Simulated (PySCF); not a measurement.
C₅H₇B₂Cl₂N.
Cartesian coordinates in Å at the PBE0-D3(BJ)/def2-SVP level; atoms count from 1:
```xyz
17
C5H7B2Cl2N angstrom
Cl     4.9522    1.2249   -1.0718
B      3.2654    0.8470   -0.7259
Cl     2.8776   -0.8938   -0.6405
B      2.1142    2.0583   -0.4423
N      0.6752    1.4105   -0.3166
C     -0.1703    1.4228   -1.3572
C     -1.4027    0.7888   -1.3095
C     -1.7744    0.1185   -0.1470
C     -0.8891    0.1081    0.9279
C      0.3271    0.7611    0.8050
H      2.0820    2.8824   -1.3451
H      2.3793    2.5907    0.6313
H      0.1790    1.9661   -2.2361
H     -2.0586    0.8267   -2.1804
H     -2.7396   -0.3879   -0.0794
H     -1.1305   -0.4037    1.8606
H      1.0630    0.7857    1.6096
```

Computed with PySCF at PBE0/pcSseg-1 and wB97X-D/def2-SVPD, non-relativistic, on one gas-phase PBE0-D3(BJ)/def2-SVP geometry that isn't relaxed in the solvent. The solvent is an IEF-PCM continuum (Bondi radii, 1.10 Å for H, scaled by 1.2). The model holds no explicit solvent molecules, cavitation or dispersion.

Gas phase at PBE0/pcSseg-1: HOMO -7.06 eV, LUMO -2.22 eV, dipole 7.47 D.

Q: What does the continuum do to the energy, the frontier levels and the dipole at PBE0/pcSseg-1 in methanol and dimethylsulfoxide?

A: 
```json
{"solvent": "methanol", "ε": "32.61", "E(solvent) − E(gas) (kcal/mol)": "-8.89", "polarisation term (kcal/mol)": "-10.52", "distortion of the solute (kcal/mol)": "1.63", "HOMO (eV)": "-7.32", "LUMO (eV)": "-1.75", "dipole (D)": "9.38"}
{"solvent": "dimethylsulfoxide", "ε": "46.83", "E(solvent) − E(gas) (kcal/mol)": "-9.02", "polarisation term (kcal/mol)": "-10.70", "distortion of the solute (kcal/mol)": "1.68", "HOMO (eV)": "-7.32", "LUMO (eV)": "-1.74", "dipole (D)": "9.41"}
```

Polarisation term: ½ Σ q·V over the induced surface charges. Distortion: the rise of the solute's own energy as its density leaves the gas-phase optimum. From methanol to dimethylsulfoxide the lowering changes by a factor 1.01, Onsager's factor (ε − 1)/(2ε + 1) by 1.01 and ε itself by 1.4.

Q: Which radius a makes the point-dipole formula ΔE = −[(ε − 1)/(2ε + 1)]·μ²/a³ give the value in dimethylsulfoxide, with the gas-phase dipole?

A: μ = 2.940 au and |ΔE| = 0.01437 Eh give a = 3.51 Å; the farthest nucleus lies 4.45 Å from the centroid of the nuclei, so such a sphere wouldn't even hold the nuclei. The formula assumes a rigid point dipole at the centre of a sphere.

Q: Give the dipole vector in the frame of the coordinates (D, pointing from negative to positive charge), gas and dimethylsulfoxide.

A: Gas (-7.31, -1.35, 0.78), solvent (-9.15, -2.01, 0.93). Its length changes by +26 % and its direction by 2°.

Q: Which IAO charges (PBE0/pcSseg-1) respond most in dimethylsulfoxide (means over atoms taken as equivalent)?

A: 
| atoms | environment | gas (e) | solvent (e) | change |
| --- | --- | --- | --- | --- |
| H15 | aromatic hydrogen | +0.171 | +0.188 | +0.017 |
| H14/H16 | aromatic hydrogen | +0.174 | +0.190 | +0.016 |
| N5 | nitrogen bonded to B and 2 C | -0.013 | -0.028 | -0.015 |
| H11/H12 | B–H hydrogen | +0.014 | +0.001 | -0.013 |
| Cl1/Cl3 | chlorine bonded to B | -0.093 | -0.105 | -0.012 |
| C8 | aromatic CH carbon | -0.104 | -0.095 | +0.009 |
| C6/C10 | aromatic CH next to a ring nitrogen | +0.008 | +0.002 | -0.006 |
| H13/H17 | aromatic hydrogen | +0.184 | +0.189 | +0.005 |
| B2 | three-coordinate boron | +0.083 | +0.087 | +0.004 |
| B4 | four-coordinate boron | -0.403 | -0.401 | +0.002 |
| C7/C9 | aromatic CH carbon | -0.153 | -0.152 | +0.001 |

Q: Which Mayer bond orders change most in dimethylsulfoxide?

A: 
| bond | length (Å) | gas | solvent | change |
| --- | --- | --- | --- | --- |
| Cl1–B2 | 1.763 | 1.134 | 1.090 | -0.044 |
| B4–N5 | 1.583 | 0.604 | 0.634 | +0.030 |
| N5–C6 | 1.341 | 1.298 | 1.283 | -0.015 |
| C10–N5 | 1.342 | 1.292 | 1.277 | -0.015 |
| C9–C10 | 1.386 | 1.424 | 1.433 | +0.009 |
| C6–C7 | 1.387 | 1.419 | 1.428 | +0.009 |
| B2–B4 | 1.695 | 0.971 | 0.979 | +0.008 |
| B2–Cl3 | 1.786 | 1.072 | 1.079 | +0.007 |

Gas phase at wB97X-D/def2-SVPD: HOMO -8.85 eV, LUMO -0.53 eV, dipole 7.60 D.

Q: What does the continuum do to the energy, the frontier levels and the dipole at wB97X-D/def2-SVPD in dimethylsulfoxide?

A: 
| solvent | ε | E(solvent) − E(gas) (kcal/mol) | polarisation term (kcal/mol) | distortion of the solute (kcal/mol) | HOMO (eV) | LUMO (eV) | dipole (D) |
| --- | --- | --- | --- | --- | --- | --- | --- |
| dimethylsulfoxide | 46.83 | -9.17 | -11.04 | 1.87 | -9.13 | -0.03 | 9.67 |

Q: How does the static polarisability (wB97X-D/def2-SVPD, frozen core, with the continuum's full static response) change?

A: 
| medium | isotropic (au) | principal values (au) | ⟨r²⟩ of the electrons (bohr²) |
| --- | --- | --- | --- |
| gas | 122.8 | 96.0, 112.7, 159.8 | 2327.2 |
| dimethylsulfoxide | 169.0 | 134.9, 165.6, 206.5 | 2325.6 |

The isotropic value in dimethylsulfoxide is 1.38 times the gas-phase one; no cavity-field correction is applied. ⟨r²⟩ is taken about the centre of nuclear charge.

wB97X-D is run here without its empirical dispersion term; that term would change no orbital, density or response property at a fixed geometry.
